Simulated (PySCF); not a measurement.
B(Cl)(OH)2 (BClH₂O₂), SMILES ClB(O)O.

Coordinates come from a r2SCAN-D4/def2-SVP optimisation. The values are those of a single conformer.

All values below come from PySCF with PBE0/def2-TZVPD.

Symmetry labels are those of the subgroup Cs that the program uses (full group Cs).

**Question.** List the valence orbital energies around the gap with their symmetry. (The exact figures need the calculation; the answer reports its results.)

**Answer.** 
```csv
orbital,symmetry,energy (eV)
HOMO−7,A',-15.90
HOMO−6,A',-13.17
HOMO−5,A",-12.02
HOMO−4,A',-11.34
HOMO−3,A',-10.91
HOMO−2,A",-9.95
HOMO−1,A",-9.34
HOMO,A',-9.19
LUMO,A',-0.34
LUMO+1,A',0.51
LUMO+2,A",0.90
LUMO+3,A',0.96
```
